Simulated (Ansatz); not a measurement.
Calculated with Ansatz (gas phase, PBE0-D4/def2-TZVP geometries, no zero-point term in ΔE). CBS: MP2 limit from def2 TZ/QZ plus the TZ coupled-cluster correction, frozen cores. Functionals use def2-TZVPP. B3LYP here is the variant with VWN-RPA as its local correlation; programs differ in this. Elements past krypton have def2 core potentials. For Se, Te outer-core shells are correlated without core-valence functions, which leaves a few kJ/mol of doubt a bond. Scalar relativity is left out up to krypton. One conformer a species, not always the lowest.

`[CH3][AlH][SiH2][SeH]` + H₂Te → `[CH3][AlH][TeH]` + `[SiH3][SeH]`  (cleavage of the Al–Si bond)

`[CH3][AlH][SiH2][SeH]`:

Z-matrix (Å, degrees):
```
C
Al 1 1.951
H 1 1.096 2 109.8
H 1 1.095 2 110.7 3 -117.1
H 1 1.092 2 113.7 3 120.8
Si 2 2.461 1 121.4 3 -114.4
H 2 1.591 1 120.2 3 65.1
Se 6 2.293 2 106.7 1 179.2
H 6 1.493 2 112.5 1 -60.6
H 6 1.493 2 112.5 1 59.0
H 8 1.470 6 95.1 2 -180.0
```

H₂Te:

Cartesian coordinates in Å:
```
Te -0.618 -0.424 -0.205
H 0.437 -0.441 1.071
H 0.181 0.865 -0.867
```

`[CH3][AlH][TeH]`:

Cartesian coordinates in Å:
```
C -1.445 0.109 0.052
Al 0.476 0.048 0.364
Te 2.000 -0.487 -1.587
H -1.959 -0.621 0.686
H -1.716 -0.097 -0.986
H -1.845 1.093 0.317
H 1.148 0.315 1.774
H 3.340 -0.360 -0.620
```

`[SiH3][SeH]`:

Z-matrix (Å, degrees):
```
Si
Se 1 2.279
H 1 1.484 2 111.4
H 1 1.484 2 111.5 3 -122.1
H 1 1.483 2 104.9 3 119.0
H 2 1.469 1 93.0 3 60.4
```

| level | ΔE (kcal/mol) | difference from CCSD(T)/CBS |
| --- | --- | --- |
| BLYP-D4 | -26.8 | 2.6 |
| r2SCAN-D4 | -28.6 | 0.8 |
| PBE0-D4 | -27.2 | 2.2 |
| B3LYP-D4 | -27.8 | 1.6 |
| r2SCANh-D4 | -28.9 | 0.5 |
| CAM-B3LYP-D4 | -28.0 | 1.4 |
| B2PLYP | -29.3 | 0.1 |
| PBE-QIDH | -29.5 | -0.1 |
| BLYP | -27.1 | 2.3 |
| B3LYP | -28.1 | 1.3 |
| LC-ωPBE | -27.6 | 1.8 |
| HF/def2-SVP | -31.1 | -1.7 |
| MP2/def2-SVP | -30.9 | -1.5 |
| HF/def2-TZVPP | -31.2 | -1.8 |
| CCSD/def2-TZVPP | -28.4 | 1.0 |
| CCSD(T)/def2-TZVPP | -28.3 | 1.1 |
| CCSD(T)/CBS | -29.4 | 0 |

Largest T1 diagnostic among the species: 0.010.

From BLYP to BHLYP (50 % exact exchange), in def2-TZVPP and without D4, ΔE moves by −2.5 kcal/mol. At CCSD(T), def2-SVP lies +0.8 kcal/mol from the extrapolated value and def2-TZVPP +1.1 kcal/mol. Leaving LDA and LC-ωPBE aside and taking each functional with its dispersion term where it has one, the values, not all of them listed here, spread over 3.8 kcal/mol, from PBE-QIDH to revPBE-D4.
